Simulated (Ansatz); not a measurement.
Reaction (formal exchange of groups at a B–Si bond): `C[SiH2][B]1[O][AlH]1` + CH₄ → `C[B]1[O][AlH]1` + `C[SiH3]`

Calculated with Ansatz (gas phase, PBE0-D4/def2-TZVP geometries, no zero-point term in ΔE). CCSD(T)/CBS adds triple-zeta CCSD(T) − MP2 to the extrapolated MP2 energy (def2 sets, frozen cores). This one scheme is used for every species. DFT in def2-TZVPP. B3LYP here is the variant with VWN-RPA as its local correlation; programs differ in this. One conformer a species, not always the lowest.

`C[SiH2][B]1[O][AlH]1`:

```xyz
11

C    -0.524    1.849    0.239
Si   -0.684    0.115    0.930
B     0.289   -1.182   -0.266
O     0.163   -2.362   -0.830
Al    1.843   -1.857   -1.401
H    -1.026    1.931   -0.727
H    -0.970    2.580    0.917
H     0.528    2.106    0.098
H    -2.120   -0.252    1.103
H    -0.022    0.026    2.263
H     2.522   -2.953   -2.326
```

CH₄:

Z-matrix (Å, degrees):
```
C
H 1 1.090
H 1 1.090 2 109.5
H 1 1.090 2 109.5 3 -120.0
H 1 1.090 2 109.5 3 120.0
```

`C[B]1[O][AlH]1`:

Z-matrix (Å, degrees):
```
C
B 1 1.549
H 1 1.094 2 111.6
H 1 1.094 2 110.3 3 -121.4
H 1 1.094 2 110.3 3 121.3
O 2 1.331 1 135.2 3 0.0
Al 2 2.013 1 163.0 3 179.9
H 7 1.586 2 158.3 1 180.0
```

`C[SiH3]`:

Z-matrix (Å, degrees):
```
C
Si 1 1.871
H 1 1.092 2 110.8
H 1 1.092 2 110.8 3 -120.0
H 1 1.092 2 110.8 3 120.0
H 2 1.488 1 110.7 3 -179.9
H 2 1.488 1 110.7 3 -59.9
H 2 1.488 1 110.7 3 60.1
```

```
         level  ΔE (kcal/mol)
        PBE-D4           -1.9
     r2SCAN-D4           -3.4
       ωB97X-V           -4.9
        r2SCAN           -3.6
         B3LYP           -4.2
 HF/def2-TZVPP           -7.1
  HF/CBS(def2)           -7.2
CCSD/CBS(def2)           -4.4
```

Question: What does CCSD(T)/CBS give? (Best estimate.)

Answer: Computed: -3.7 kcal/mol. The listed levels differ from it by 1.8, 0.3, -1.2, 0.1, -0.5, -3.4, -3.5, -0.7 kcal/mol.

Largest T1 diagnostic among the species: 0.016.

The D4 term adds +0.8 kcal/mol with B3LYP and +0.5 kcal/mol with PBE0; it sums over pairs of atoms, weighted by their polarisabilities, and B3LYP, whose exchange is more repulsive, gets the larger term. From PBE to PBE0 (25 % exact exchange), in def2-TZVPP and without D4, ΔE moves by −1.2 kcal/mol.
